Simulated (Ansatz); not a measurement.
System: CI (charge 0, doublet). 
Coordinates optimised at B3LYP-D3(BJ)/def2-TZVP (Ansatz, an electronic-structure program):
SMILES: [C]I
```xyz
2

C      0.0000     0.0000    -1.8315
I      0.0000     0.0000     0.2073
```
Charge 0, spin multiplicity 2.

Basis-set convergence of Hartree-Fock and CCSD(T) correlation energies (hartree) with Ansatz. Cores are frozen in the correlated levels unless marked. UHF or UKS for open shells. Spin-orbit coupling is left out. Frozen are the shells of the preceding noble gas and the d and f shells that filled before the atom's block. Past Kr the def2 sets carry scalar-relativistic core potentials.

The UHF reference is spin-contaminated (<S^2> 0.18 over the pure value in the largest basis). The T1 diagnostic of CCSD in the largest basis is 0.062, which is high, so the coupled-cluster rows are less sure than usual.

```json
[
 {"basis": "def2-SVP", "functions": "40", "E(HF)": "-334.32661", "E(corr, CCSD(T))": "-0.21738"},
 {"basis": "def2-TZVPP", "functions": "81", "E(HF)": "-334.38886", "E(corr, CCSD(T))": "-0.28768"},
 {"basis": "def2-QZVPP", "functions": "139", "E(HF)": "-334.39173", "E(corr, CCSD(T))": "-0.31358"}
]
```

Extrapolating the two largest sets (X = 3 and 4) as X^-3: E(corr) = (64·(-0.31358) - 27·(-0.28768))/37 = -0.3325 Eh, an estimate of the basis-set limit. The largest set recovers 94.3 % of it, the smallest 65.4 %.
